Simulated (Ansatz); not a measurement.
Mulliken charges of CH$_{5}$ClGeOS, SMILES `O[CH](Cl)[GeH2][SH]` from r2SCAN/def2-TZVPP in Ansatz (PBE0-D4/def2-TZVP geometry).

```
atom   x (Å)   y (Å)   z (Å)  charge (e)
  O1   1.327   0.774   0.575      -0.313
  C2   0.103   0.255   0.933       0.096
 Cl3   0.231  -0.867   2.358      -0.192
 Ge4  -0.601  -0.802  -0.585       0.275
  S5  -0.853   0.552  -2.326      -0.334
  H6   1.637   1.379   1.258       0.208
  H7  -0.606   1.020   1.258       0.108
  H8  -2.000  -1.326  -0.245       0.019
  H9   0.397  -1.929  -0.876       0.015
 H10   0.447   0.892  -2.349       0.118
```

Task: By hand: the dipole of these point charges (1 e Å = 4.8032 D).

Result: Σ q r = (-0.034, -0.008, 0.175) e Å, of length 0.178 e Å = 0.85 D.

Task: How does the dipole of the full density compare? (Best estimate.)

Result: Ansatz gave: (0.110, 0.284, 0.134) e Å, 1.60 D; the point charges give 0.53 times that, at 73° from its direction.

Point charges leave out the atoms' own dipoles, such as those of lone pairs, and Mulliken's split depends on the basis, so the two needn't agree.
